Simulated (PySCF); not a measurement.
**Correlation energy of Gd⁺ (gadolinium, charge +1)**

[Xe] 4f7 5d1 6s1, high-spin 10D determinant. Computed with PySCF 2.14 in x2c-TZVPPall, with scalar relativity by spin-free X2C-1e. Frozen: [Ar] 3d10; 35 electrons correlated.

MP2 pair energies summed by pair of shells (mhartree):

```tsv
pair	energy	share (%)
4d-4f	-250.27	21.6
4d-4d	-159.41	13.8
4f-5p	-126.26	10.9
4f-4f	-120.43	10.4
5p-5p	-109.36	9.4
4d-5p	-84.75	7.3
4p-4d	-47.59	4.1
5s-5p	-31.87	2.7
4f-5s	-27.99	2.4
4d-5s	-27.13	2.3
5p-5d	-26.36	2.3
4p-4f	-25.87	2.2
5p-6s	-19.33	1.7
4s-4d	-16.87	1.5
4p-4p	-12.34	1.1
4f-5d	-10.96	0.9
4s-4f	-10.59	0.9
4p-5p	-9.81	0.8
5s-5s	-5.74	0.5
4f-6s	-5.55	0.5
4d-5d	-5.47	0.5
4p-5s	-5.37	0.5
4s-4p	-4.99	0.4
5s-5d	-3.45	0.3
5d-6s	-3.33	0.3
4d-6s	-2.67	0.2
4s-4s	-1.48	0.1
5s-6s	-1.07	0.1
4s-5p	-1.05	0.1
4s-5s	-0.89	0.1
```

Total MP2 correlation energy: -1159.1 mhartree.

Same-spin part -488.06 and opposite-spin part -671.08 mhartree; SCS-MP2 scales them by 1/3 and 6/5 to -967.98 mhartree.

This basis was not built for core-valence correlation, so the inner-shell part is incomplete.
